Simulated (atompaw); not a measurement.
W (Z = 74) PAW (atompaw): all-electron and pseudo phase curves

```json
{"Element": "W", "Generator": "atompaw 4.2.0.5", "Type": "PAW", "Functional": "PBE", "Relativity": "scalar-relativistic", "Frozen core": "[Kr] 4d10 4f14", "Valence charge": "14", "Reference configuration": "5s2 5p6 5d3 6s0 6p0 (charge +3)", "Partial waves": "5s (bound); 6s (bound, empty); 5p (bound); 6p (bound, empty); 5d (bound); 5d channel at 1.85 Ry", "Local potential": "bessel scheme, radius 1.85 bohr", "Core correction": "smooth core density matched at 2.00 bohr", "Augmentation charge": "sinc compensation charge, radius 2.45 bohr; PAW radius 2.65 bohr; waves and projectors: bloechl"}
```

The phase is arctan(r·u′/u) with u = r·R(r), unwrapped; energies in Ry, scanned from -10 to 5 Ry. A pole is an energy at which the radial function vanishes at the test radius. The pseudo phase is shifted by a multiple of π to meet the all-electron one at the reference energy, and phase errors are pseudo minus all-electron; the curves can meet again beyond the range given. Levels narrower than the energy grid can be missing from the lists of poles.

Q: For each channel, where are the poles, and over which energies does the pseudopotential scatter like the atom?

A:

| channel | radius (bohr) | reference energy (Ry) | poles, all-electron | poles, pseudo | unbroken range about the reference energy with phases within 0.05 rad | phase error 1 Ry above the reference energy (rad) |
| --- | --- | --- | --- | --- | --- | --- |
| s | 2.66 | -2.08 | -7.94, 0.01 | -7.94, -0.03 | below 2.2 | -0.002 |
| p | 2.66 | -1.53 | -5.21, 1.67 | -5.21, 1.67 | the whole range | +0.000 |
| d | 2.66 | -2.29 | -1.84, 4.48 | -1.84, 4.50 | the whole range | +0.000 |

Phases in the p channel:

| E (Ry) | all-electron | pseudo |
| --- | --- | --- |
| -10.00 | 1.432 | 1.432 |
| -9.76 | 1.430 | 1.430 |
| -9.52 | 1.427 | 1.427 |
| -9.28 | 1.425 | 1.425 |
| -9.04 | 1.422 | 1.422 |
| -8.80 | 1.419 | 1.419 |
| -8.56 | 1.415 | 1.415 |
| -8.32 | 1.412 | 1.412 |
| -8.08 | 1.408 | 1.408 |
| -7.84 | 1.404 | 1.404 |
| -7.60 | 1.399 | 1.399 |
| -7.36 | 1.394 | 1.394 |
| -7.12 | 1.389 | 1.389 |
| -6.88 | 1.382 | 1.382 |
| -6.64 | 1.374 | 1.374 |
| -6.40 | 1.364 | 1.365 |
| -6.16 | 1.351 | 1.351 |
| -5.92 | 1.331 | 1.331 |
| -5.68 | 1.291 | 1.291 |
| -5.44 | 1.087 | 1.088 |
| -5.20 | -1.587 | -1.587 |
| -4.96 | -1.717 | -1.717 |
| -4.72 | -1.755 | -1.755 |
| -4.48 | -1.778 | -1.778 |
| -4.24 | -1.798 | -1.798 |
| -4.00 | -1.817 | -1.817 |
| -3.76 | -1.836 | -1.836 |
| -3.52 | -1.859 | -1.859 |
| -3.28 | -1.885 | -1.885 |
| -3.04 | -1.916 | -1.916 |
| -2.80 | -1.955 | -1.955 |
| -2.56 | -2.007 | -2.007 |
| -2.32 | -2.077 | -2.077 |
| -2.08 | -2.178 | -2.178 |
| -1.84 | -2.333 | -2.333 |
| -1.60 | -2.589 | -2.589 |
| -1.36 | -3.000 | -3.000 |
| -1.12 | -3.511 | -3.511 |
| -0.88 | -3.922 | -3.921 |
| -0.64 | -4.177 | -4.177 |
| -0.40 | -4.333 | -4.333 |
| -0.16 | -4.434 | -4.434 |
| 0.08 | -4.505 | -4.505 |
| 0.32 | -4.557 | -4.557 |
| 0.56 | -4.597 | -4.598 |
| 0.80 | -4.630 | -4.630 |
| 1.04 | -4.657 | -4.657 |
| 1.28 | -4.680 | -4.680 |
| 1.52 | -4.700 | -4.701 |
| 1.76 | -4.719 | -4.719 |
| 2.00 | -4.736 | -4.737 |
| 2.24 | -4.752 | -4.753 |
| 2.48 | -4.768 | -4.769 |
| 2.72 | -4.784 | -4.785 |
| 2.96 | -4.801 | -4.802 |
| 3.20 | -4.817 | -4.819 |
| 3.44 | -4.836 | -4.838 |
| 3.68 | -4.856 | -4.859 |
| 3.92 | -4.879 | -4.883 |
| 4.16 | -4.906 | -4.911 |
| 4.40 | -4.939 | -4.946 |
| 4.64 | -4.980 | -4.991 |
| 4.88 | -5.034 | -5.051 |
